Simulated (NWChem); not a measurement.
System: B₃H₂O₃ cation

```xyz
8

B      0.0000     0.0000     1.1633
O     -1.2320     0.0000     0.8281
B     -1.2394     0.0000    -0.6510
O      0.0000     0.0000    -1.2235
B      1.2394     0.0000    -0.6510
O      1.2320     0.0000     0.8281
H     -2.2771     0.0000    -1.2030
H      2.2771     0.0000    -1.2030
```
Atoms are numbered in this order, from 1.

Level: B3LYP/6-31G* (spherical d) (NWChem), optimised geometry, unscaled harmonic frequencies. B3LYP is NWChem's, with the RPA form of VWN correlation.

```json
[
 {"frequency (cm⁻¹)": "236", "IR intensity (km/mol)": "0.0"},
 {"frequency (cm⁻¹)": "302", "IR intensity (km/mol)": "0.4"},
 {"frequency (cm⁻¹)": "483", "IR intensity (km/mol)": "15.2"},
 {"frequency (cm⁻¹)": "516", "IR intensity (km/mol)": "37.8"},
 {"frequency (cm⁻¹)": "541", "IR intensity (km/mol)": "61.9"},
 {"frequency (cm⁻¹)": "726", "IR intensity (km/mol)": "17.6"},
 {"frequency (cm⁻¹)": "793", "IR intensity (km/mol)": "8.4"},
 {"frequency (cm⁻¹)": "860", "IR intensity (km/mol)": "101.9"},
 {"frequency (cm⁻¹)": "861", "IR intensity (km/mol)": "0.0"},
 {"frequency (cm⁻¹)": "897", "IR intensity (km/mol)": "168.6"},
 {"frequency (cm⁻¹)": "979", "IR intensity (km/mol)": "12.4"},
 {"frequency (cm⁻¹)": "1045", "IR intensity (km/mol)": "3.9"},
 {"frequency (cm⁻¹)": "1185", "IR intensity (km/mol)": "204.9"},
 {"frequency (cm⁻¹)": "1217", "IR intensity (km/mol)": "272.0"},
 {"frequency (cm⁻¹)": "1313", "IR intensity (km/mol)": "310.8"},
 {"frequency (cm⁻¹)": "1877", "IR intensity (km/mol)": "514.5"},
 {"frequency (cm⁻¹)": "2855", "IR intensity (km/mol)": "28.5"},
 {"frequency (cm⁻¹)": "2860", "IR intensity (km/mol)": "3.2"}
]
```

```yaml
zero_point_energy: 27.9 kcal/mol
thermal correction to the enthalpy at 298.15 K (with zero-point energy): 31.6 kcal/mol
heat capacity Cv: 17.4 cal/(mol K)
entropy at 298.15 K and 1 atm (symmetry number 2): 69.6 cal/(mol K)
```

Rigid rotor and harmonic oscillator.
